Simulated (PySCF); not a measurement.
## Se⁺ (selenium, charge +1) across methods

[Ar] 3d10 4s2 4p3, high-spin 4S determinant. Calculation: PySCF 2.14, in def2-TZVPPD (7s6p5d1f, 57 functions); no relativity, point nucleus.

| method | E (hartree) | mean ε 4s α (eV) | mean ε 4s β (eV) | mean ε 4p α (eV) | Σ⟨r²⟩ (bohr²) | ⟨S²⟩ |
| --- | --- | --- | --- | --- | --- | --- |
| PBE | -2400.770 | -27.224 | -24.419 | -16.423 | 31.06 | 3.750 |
| PW91 | -2401.275 | -27.294 | -24.512 | -16.473 | 31.04 | 3.750 |
| PBE0 | -2400.850 | -29.630 | -25.559 | -17.865 | 30.99 | 3.750 |
| wB97M-V | -2401.004 | -32.157 | -28.106 | -19.958 | 31.16 | 3.750 |
| HSE06 | -2400.834 | -29.174 | -25.317 | -17.424 | 31.02 | 3.750 |
| UHF | -2399.51207 | -35.963 | -27.532 | -21.425 | 31.26 | 3.751 |
| r2SCAN | -2401.118 | -28.222 | -24.469 | -16.926 | 30.89 | 3.751 |
| wB97X | -2401.160 | -32.402 | -28.574 | -20.158 | 30.89 | 3.751 |
| LDA | -2397.697 | -27.310 | -24.855 | -16.455 | 31.01 | 3.750 |
